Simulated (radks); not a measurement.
Results of a calculation; reference values are marked as such.
The strontium ion Sr+ inside a hard spherical wall (all orbitals vanish at R), configuration held at [Kr] 5s1 and not refilled when levels cross. Level of theory: scalar-relativistic Kohn-Sham, LDA (Slater exchange, VWN5 correlation), spin-polarised, spherical densities, finite nucleus; open shells are filled with parallel spins first (spin-orbit coupling, left out, can overturn this in heavy ions); Fermi nuclear charge, rms radius 4.224 fm (a radial shooting solver on a logarithmic mesh with Libxc functionals). Eigenvalues in eV for spin up, with the zero of energy where the potential of the charges vanishes at infinity; a dash marks a level that is unbound or too diffuse for the functional's potential to be trusted. A positive occupied level is held by the wall or, in an anion where self-interaction has pushed it up, behind a barrier. The pressure on the wall is -dE/dV.

R (bohr)  E (hartree)  kinetic (hartree)    e(3d)    e(4s)    e(4p)   e(5s)  e(4d, empty)  e(5p, empty)  pressure (GPa)
free      -3175.58407           3255.401  -134.69  -47.333  -29.249  -8.871        -7.182        -5.789               0
10        -3175.58372           3255.405  -134.67  -47.309  -29.225  -8.849        -7.161        -5.708          0.0106
8         -3175.57988           3255.436  -134.50  -47.156  -29.079  -8.668        -7.016        -5.267           0.182
6         -3175.54357           3255.628  -133.75  -46.481  -28.437  -7.345        -6.234        -2.881            2.90
3.5       -3174.75742           3258.844  -127.12  -41.437  -23.377  12.571         2.109        23.488             232
3         -3173.77383           3262.700  -121.07  -37.007  -18.465  31.491         9.563        45.568             786
2.5       -3171.16758           3272.079  -109.11  -27.256   -7.213  71.907        25.332        90.200            3150
1.5       -3135.12316           3376.751  -34.681   80.504   113.02  427.07        165.18        453.22          112000
